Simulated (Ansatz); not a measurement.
Cost and result for the atomization energy of `CC1(Cl)O[SiH2]1` (10 atoms, 10 bonds).

Z-matrix (Å, degrees):
```
C
C 1 1.495
H 1 1.094 2 109.8
H 1 1.090 2 110.5 3 120.0
H 1 1.092 2 110.0 3 -119.5
Cl 2 1.784 1 111.3 3 -61.3
O 2 1.437 1 114.4 3 66.7
Si 2 1.816 1 128.5 3 137.6
H 8 1.476 2 121.3 1 160.8
H 8 1.479 2 122.4 1 -2.2
```

Charge 0, multiplicity 1. All single points use the PBE0-D4/def2-TZVP geometry. Program: Ansatz. All runs use 4 threads of an Arm Neoverse V1 on a shared host. Times are those of one run each, without the atoms' runs, and a repeat can differ threefold. Electronic energies, without spin–orbit coupling; frozen cores. CCSD(T)/CBS adds CCSD(T) − MP2 in def2-TZVPP to the MP2 limit, and its time is that of the two runs behind it. T1 = 0.013. B3LYP takes the VWN-RPA correlation (the form of Gaussian; ORCA's B3LYP/G). HSE06 is the plane-wave form, built on full-range PBE exchange.

CCSD(T)/CBS is a level of theory with its own doubt, some kJ/mol a heavy atom from the limit and from the frozen cores, so smaller differences don't rank the functionals.

```
                            level  functions  atomization (kcal/mol)  difference from CCSD(T)/CBS  per bond
                CCSD(T)/CBS(def2)          –                   866.9                          0.0       0.0
            r2SCANh-D4/def2-TZVPP        247                   864.9                         -2.0      -0.2
                 CCSD(T)/def2-SVP        103                   810.9                        -56.0      -5.6
          CAM-B3LYP-D4/def2-TZVPP        247                   866.6                         -0.3       0.0
               BLYP-D4/def2-TZVPP        247                   863.3                         -3.6      -0.4
                B97M-V/def2-TZVPP        247                   870.6                          3.7       0.4
 ωB97M-V/def2-TZVPP (with forces)        247                   870.0                          3.1       0.3
B3LYP-D4/def2-TZVPP (with forces)        247                   862.5                         -4.4      -0.4
                   MP2/def2-QZVPP        461                   876.7                          9.8       1.0
               ωB97X-V/def2-TZVPP        247                   870.3                          3.4       0.3
                B2PLYP/def2-TZVPP        247                   854.5                        -12.4      -1.2
               CCSD(T)/def2-TZVPP        247                   841.6                        -25.3      -2.5
              HSE06-D4/def2-TZVPP        247                   869.9                          3.0       0.3
```

(1) Order the runs by time, with rough figures. (An estimate is asked.)

Results:

(1) The calculation gave: BLYP-D4/def2-TZVPP 1.9 s; HSE06-D4/def2-TZVPP 3.2 s; CAM-B3LYP-D4/def2-TZVPP 3.4 s; CCSD(T)/def2-SVP 3.8 s; B3LYP-D4/def2-TZVPP (with forces) 4.5 s; r2SCANh-D4/def2-TZVPP 5 s; B2PLYP/def2-TZVPP 5.5 s; ωB97X-V/def2-TZVPP 7.5 s; B97M-V/def2-TZVPP 9.5 s; ωB97M-V/def2-TZVPP (with forces) 11 s; MP2/def2-QZVPP 19 s; CCSD(T)/def2-TZVPP 2 min; CCSD(T)/CBS(def2) 2.3 min.

The D4 term adds +9.2 kcal/mol with B3LYP and +4.8 kcal/mol with PBE0; it sums over pairs of atoms, weighted by their polarisabilities, and B3LYP, whose exchange is more repulsive, gets the larger term. From PBE to PBE0 (25 % exact exchange), in def2-TZVPP and without D4, the atomization energy moves by −18.0 kcal/mol: exact exchange takes away binding that semilocal exchange gives to molecules. At CCSD(T), def2-SVP lies −56.0 kcal/mol from the extrapolated value and def2-TZVPP −25.3 kcal/mol: correlation converges slowly with the basis, and small sets miss more of it in the bonded molecule than in its fragments.
